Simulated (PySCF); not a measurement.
Vertical excitations of a molecule CH3F3Si from TDDFT-LC-ωPBE/def2-SVPD in PySCF 2.14.0, as energy in eV (oscillator strength): 7.99 (0.010), 8.76 (0.002), 9.18 (0.000), 9.36 (0.086), 10.15 (0.024), 10.45 (0.049), 10.61 (0.193), 10.77 (0.021), 10.94 (0.052). Lowest triplet (TDA): 7.23 eV. The structure is a stationary point at ωB97X-D3(BJ)/def2-SVP. The values are those of a single conformer.

Problem. Pick the molecule that these values belong to.
(A) FC[SiH](F)F
(B) FC(F)(F)[SiH3]
(C) F[SiH2]C(F)F
(D) C[Si](F)(F)F

Solution. A, FC[SiH](F)F
